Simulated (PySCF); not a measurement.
## Circular dichroism: `F[C@@H]1C[SiH2]O[Si@H]1CCl`, C₃H₈ClFOSi₂

Geometry:
| atom | x (Å) | y (Å) | z (Å) |
| --- | --- | --- | --- |
| F1 | -1.725 | -0.750 | -1.610 |
| C2 | -0.802 | -0.901 | -0.572 |
| C3 | -1.449 | -0.423 | 0.731 |
| Si4 | -1.112 | 1.452 | 0.903 |
| O5 | 0.233 | 1.534 | -0.060 |
| Si6 | 0.679 | 0.268 | -0.977 |
| C7 | 2.343 | -0.420 | -0.347 |
| Cl8 | 2.122 | -1.115 | 1.278 |
| H9 | -0.594 | -1.975 | -0.545 |
| H10 | -2.504 | -0.694 | 0.727 |
| H11 | -0.984 | -0.961 | 1.559 |
| H12 | -2.117 | 2.302 | 0.278 |
| H13 | -0.661 | 1.860 | 2.225 |
| H14 | 0.730 | 0.688 | -2.369 |
| H15 | 3.096 | 0.357 | -0.256 |
| H16 | 2.738 | -1.212 | -0.977 |

The calculation used PySCF, TDDFT CAM-B3LYP/def2-SVPD circular dichroism and optical rotation, one conformer, gas phase. Geometry: GFN2-xTB.

The molecule is flexible and this is one conformer; a measurement averages over conformers.

What are the CIP labels of the stereocentres?

C2 S, Si6 R.

List the lowest 8 singlet excitations with oscillator and rotatory strengths.

Rotatory strengths R in 10⁻⁴⁰ esu² cm², velocity form and length form (origin at the centre of mass); f in length form.
```
state  E (eV)  λ (nm)      f  R (velocity)  R (length)                                    main
    1    6.76     183  0.024          +4.2        +3.9        HOMO→LUMO 0.61, HOMO−1→LUMO 0.18
    2    7.23     172  0.004          -0.1        -0.1      HOMO−3→LUMO 0.70, HOMO−2→LUMO 0.09
    3    7.36     168  0.012         -18.6       -19.0    HOMO→LUMO+1 0.48, HOMO−2→LUMO+1 0.09
    4    7.45     166  0.013         -18.6       -17.8      HOMO→LUMO+3 0.46, HOMO→LUMO+2 0.22
    5    7.62     163  0.010          -8.4        -9.4      HOMO−1→LUMO 0.19, HOMO→LUMO+2 0.17
    6    7.67     162  0.008          +1.0        +2.6  HOMO−1→LUMO+1 0.27, HOMO−2→LUMO+1 0.19
    7    7.75     160  0.001          +4.1        +6.0    HOMO→LUMO+2 0.23, HOMO−1→LUMO+2 0.13
    8    7.99     155  0.007         +27.1       +26.7  HOMO−1→LUMO+3 0.34, HOMO−4→LUMO+1 0.17
```

Among the states computed, the strongest CD band (largest |R|) is state 8. The largest dissymmetry factor in size, g = 4R/(D+G), with D and G the electric and magnetic dipole strengths, is +0.059 for state 7 (velocity form, f = 0.0008), among bands with |R| over 0.5. The mirror image has the same energies and oscillator strengths and all R with the opposite sign.
